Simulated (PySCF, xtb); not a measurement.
Sn(H)(OH)2(NH2) (H₅NO₂Sn), SMILES [NH2][SnH]([OH])[OH]. The values are those of a single conformer.

Harmonic wavenumbers (cm⁻¹) from GFN2-xTB run with xtb 6.7.1 at its own minimum, in rising order: 109, 133, 149, 158, 233, 259, 426, 485, 492, 501, 530, 726, 793, 799, 827, 1478, 1680, 3370, 3415, 3645, 3670.

**Question.** What does PBE-D3(BJ)/def2-SVP (PySCF) give at its own minimum? (Estimate from the structure and the level; the computed values follow.)

**Answer.** 90, 129, 154, 166, 199, 287, 498, 523, 559, 588, 596, 640, 825, 854, 868, 1483, 1846, 3408, 3511, 3700, 3709. Paired by order, the mean absolute difference is 49 cm⁻¹ and the zero-point energies are 34.1 and 35.2 kcal/mol.
